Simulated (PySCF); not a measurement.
Compounds:

A. SMILES C(=C)n1cc(CC)nn1
B. SMILES Fc1cccc(O[SiH3])c1
C. `[C@H]1(C)C[SiH2]1`
D. SMILES c1cc([SiH2]O)cc(F)c1

Spectrum 1. ¹H NMR (300 MHz, computed): δ 7.56 (m, 1H), 7.03 (d, 1H), 6.97 (m, 1H), 6.54 (m, 1H), 5.14 (s, 3H). ¹³C{¹H} NMR (computed): δ 173.5 (C), 163.5 (C), 136.4 (CH), 121.1 (CH), 113.6 (CH), 106.7 (CH).

Spectrum 2. ¹H NMR (300 MHz, computed): δ 2.57 (m, 1H), 2.28 (m, 1H), 1.34 (d, 3H), 1.00 (m, 1H), 0.82 (m, 1H), 0.11 (m, 1H). ¹³C{¹H} NMR (computed): δ 20.9 (CH3), 5.8 (CH), 2.6 (CH2).

Spectrum 3. ¹H NMR (300 MHz, computed): δ 7.79 (s, 1H), 7.66 (m, 1H), 5.51 (m, 1H), 5.18 (m, 1H), 2.90 (q, 2H), 1.29 (t, 3H). ¹³C{¹H} NMR (computed): δ 156.3 (C), 139.3 (CH), 121.4 (CH), 103.4 (CH2), 24.1 (CH2), 20.6 (CH3).

Spectrum 4. ¹H NMR (300 MHz, computed): δ 7.73 (m, 1H), 7.61 (m, 1H), 7.38 (m, 1H), 7.30 (m, 1H), 5.48 (s, 2H), 1.36 (br s, 1H). ¹³C{¹H} NMR (computed): δ 172.6 (C), 144.5 (C), 135.3 (CH), 133.0 (CH), 124.7 (CH), 123.1 (CH).

Theoretical values (PySCF 2.14): GFN2-xTB structure, σ from GIAO-PBE0/pcSseg-1. No relativistic terms, equivalent nuclei averaged, no solvent model, one conformer.

Chemical shifts δ = σref − σ; ¹H (σ = 31.72 ppm), ¹³C (σ = 186.93 ppm) vs TMS, all at this level. Splittings of carbon signals by F and P are missing where no couplings were computed. Where no couplings were computed, multiplicities follow the n + 1 count of equivalent neighbours, and m marks all less simple cases (inequivalent or close neighbours, rings, F or P nearby). Shifts are as computed. Against solution values, carbons near 30 ppm lie about +3 ppm off and those near 130 ppm about +5 ppm (rms about the fit 2.1 ppm; single classes can miss by 10 ppm). Of 1328 compounds with measured shifts, 309 miss one by over three times the rms of a fit or turn the order of signals round; such compounds aren't used in these exercises. Signals without a measured value on file couldn't be tested in this way; 1H shifts scatter by 0.2 ppm about their fit, and single ones miss by 0.5 ppm. OH and NH positions are gas-phase values without hydrogen bonding to other molecules.

Task: Match each spectrum to its structure.

Result: 1–B, 2–C, 3–A, 4–D.

- Spectrum 1 (B): 6 ¹³C signals; δC 173.5 is an aromatic carbon bearing fluorine; δC 163.5 is an aromatic carbon bearing oxygen.
- Spectrum 2 (C): 3 ¹³C signals; δC 20.9 is a methyl carbon; δC 5.8 is a three-membered-ring carbon.
- Spectrum 3 (A): 6 ¹³C signals; δC 139.3 is an alkene CH; δC 103.4 is a terminal =CH2 carbon.
- Spectrum 4 (D): 6 ¹³C signals; δC 172.6 is an aromatic carbon bearing fluorine; δC 135.3 is an aromatic CH.
